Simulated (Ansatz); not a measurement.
Energy on a grid of two coordinates

GeBrF (SMILES [F][Ge][Br]), closed shell, PBE0-D4/def2-TZVP minimum:

```
3
angstrom
F -0.7401 1.2532 -0.2773
Ge -0.6587 -0.4884 -0.4100
Br 1.3877 -0.8297 0.6742
```

Rows set the bond length Ge2–Br3 (Å; 2.341 at the minimum), columns the bond length F1–Ge2 (Å; 1.749), set in this order; the parts move rigidly, in a bend the first-named atom's side turns in the plane, and in a torsion the whole end group turns. CCSD(T) energies count from the value at that structure, in eV. Computed with Ansatz 0.2.0 (basis: def2-TZVPP); correlated methods freeze the cores. Filled d shells of the heavier atoms are correlated. The def2 sets are not built for correlating such inner shells, so the correlated values are less sure here.

```
Ge2–Br3 \ F1–Ge2  1.574  1.625  1.699  1.787  1.883  1.988  2.098
           1.920  2.644  2.302  2.034  1.958  2.067  2.320  2.665
           2.063  1.281  0.960  0.720  0.673  0.809  1.087  1.454
           2.273  0.562  0.265  0.056  0.043  0.211  0.521  0.917
           2.518  0.639  0.363  0.182  0.198  0.396  0.735      ?
           2.790  1.153  0.893  0.734  0.775  0.997  1.360      ?
           3.083  1.819  1.570      ?  1.486  1.726  2.106  2.569
           3.394  2.486  2.245  2.111  2.178  2.427  2.816      ?
```

Question: Fill in the withheld cells. (An estimate is asked for; the value comes from the calculation.)

Answer: The calculation gives: (2.518, 2.098): 1.158; (2.790, 2.098): 1.806; (3.083, 1.699): 1.427; (3.394, 2.098): 3.285 eV. These count from the CCSD(T) energy at the PBE0-D4 minimum.

The same grid for a cheaper method: PBE-D4 − CCSD(T), both counted from the minimum, in eV:
```tsv
Ge2–Br3 \ F1–Ge2	1.574	1.625	1.699	1.787	1.883	1.988	2.098
1.920	0.262	0.222	0.162	0.093	0.020	-0.056	-0.131
2.063	0.243	0.200	0.139	0.068	-0.007	-0.085	-0.162
2.273	0.177	0.133	0.069	-0.004	-0.081	-0.160	-0.239
2.518	0.080	0.034	-0.031	-0.107	-0.184	-0.265	-0.344
2.790	-0.022	-0.069	-0.137	-0.214	-0.292	-0.373	-0.452
3.083	-0.113	-0.161	-0.230	-0.308	-0.387	-0.467	-0.545
3.394	-0.198	-0.247	-0.316	-0.393	-0.470	-0.546	-0.619
```

The T1 diagnostic stays at or below 0.023. The restricted Hartree–Fock reference is unstable towards an unrestricted one here. A large double-excitation amplitude points to some diradical character; no triplet was computed.

For scale, one of the runs: CCSD(T)/def2-TZVPP, 127 basis functions (an equivalent command: `ansatz run in.yaml --threads 2`). Hardware: 2 CPU threads, shared host. Wall time 9 s; peak host memory 0.65 GiB.
